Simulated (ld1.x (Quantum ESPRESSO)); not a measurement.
## Before and after: ultrasoft potential for titanium (Ti)

ld1.x (Quantum ESPRESSO) 7.5 input, shortened:

```
&input
   title='Ti', zed=22., rel=1, dft='WC', iswitch=3,
   config='[Ar] 3d2 4s2 4p0 4f-2'
 /
 &inputp
   pseudotype=3, tm=.true., lloc=3,
   nlcc=.false.,
   which_augfun='PSQ', rmatch_augfun=1.10
 /
7
4S  1  0   2.00   0.00  2.05  2.90  0.0
4S  1  0   0.00   3.05  2.05  2.90  0.0
4P  2  1   0.00   0.00  2.20  2.70  0.0
4P  2  1   0.00   1.95  2.20  2.70  0.0
3D  3  2   2.00   0.00  1.10  1.15  0.0
3D  3  2   0.00   4.90  1.10  1.15  0.0
4F  4  3  -2.00   0.05  2.80  2.80  0.0
 &test
   configts(1)='3d2 4s2 4p0'
 /
```

All-electron outer shells of the reference configuration (Wu–Cohen, scalar-relativistic, ld1.x):

```tsv
shell	level (eV)	outermost node (bohr)	outermost maximum (bohr)
3s	-62.47	0.40	0.87
3p	-38.80	0.37	0.90
4s	-4.49	1.24	2.92
3d	-4.28	–	0.98
4p	-1.44	1.39	3.80
```

Change: wave 4f channel at 0.05 Ry: rc 2.80 bohr becomes 4f channel at 0.05 Ry: rc 1.94 bohr.

Cutoffs: the cutoffs (Ry, on a coarse ladder) from which the occupation-weighted sum of valence levels, in a spherical-Bessel basis at the reference potential, stays within 10 and 1 mRy of its value at 400 Ry; they do not see the model core or the augmentation charge, which bear on the density cutoff. Errors are all-electron minus pseudo energies relative to the spin-unpolarised reference configuration.

Task: Predict the effect on cutoff, ghosts and configuration errors.

Result: The potential gets neither clearly harder nor softer (70 Ry and 100 Ry → 70 Ry and 100 Ry); a bound ghost appears in s, which as a rule spoils a file; of the 7 tests that both files solve, the error grows in 2 and shrinks in 0 by more than 15 % and 0.3 meV (median size 28.6 → 43.9 meV); the range in which the p phases agree narrows (upper end 3.3 → 0.3).

| quantity | base | changed |
| --- | --- | --- |
| cutoff, loose | 70 Ry | 70 Ry |
| cutoff, tight | 100 Ry | 100 Ry |
| bound ghosts | none | s |
| error for 3d2 4s1 4p0, meV [ΔE 7.37 eV] | -14 | -15 |
| error for 3d2 4s0 4p0, meV [ΔE 20.78 eV] | +48 | +45 |
| error for 3d1 4s0 4p0, meV [ΔE 47.71 eV] | -76 | -82 |
| error for 3d1 4s2 4p0, meV [ΔE 9.78 eV] | +30 | -44 |
| error for 3d3 4s0 4p0, meV [ΔE 7.32 eV] | -25 | -25 |
| error for 3d2 4s1.5 4p0, meV [ΔE 2.95 eV] | -2.4 | -2.6 |
| error for 3d2 4s0 4p2, meV [ΔE 6.32 eV] | +29 | +48 |
| s: phases at 3.17 bohr within 0.05 rad from the reference energy up to (Ry; the scan ends near 5) | 4.0 | to the end of the scan |
| p: phases at 3.17 bohr within 0.05 rad from the reference energy up to (Ry; the scan ends near 5) | 3.3 | 0.3 |
| d: phases at 3.17 bohr within 0.05 rad from the reference energy up to (Ry; the scan ends near 5) | to the end of the scan | to the end of the scan |
| f: phases at 3.17 bohr within 0.05 rad from the reference energy up to (Ry; the scan ends near 5) | 4.2 | 4.8 |
| lowest overlap eigenvalue by channel | s 0.75, p 0.64, d 1.00 | s 0.50, p 0.61, d 1.00 |

 A true bound ghost makes a file unfit for plane-wave use even where its test errors are small: the radial tests pick states by their node count and pass the ghost by.
